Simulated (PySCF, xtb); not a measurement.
formamidinium (CH5N2), SMILES NC=[NH2+], charge +1.

GFN2-xTB run with xtb 6.7.1 at its own geometry gives an orbital gap of 5.34 eV.

Geometry: PBE-D3(BJ)/def2-TZVP. One conformer was computed; it need not be the lowest.

**Question.** What does PySCF with PBE/def2-TZVPD give? (The exact figures need the calculation; the answer reports its results.)

**Answer.** gap 5.60 eV (levels -13.01 and -7.41 eV).
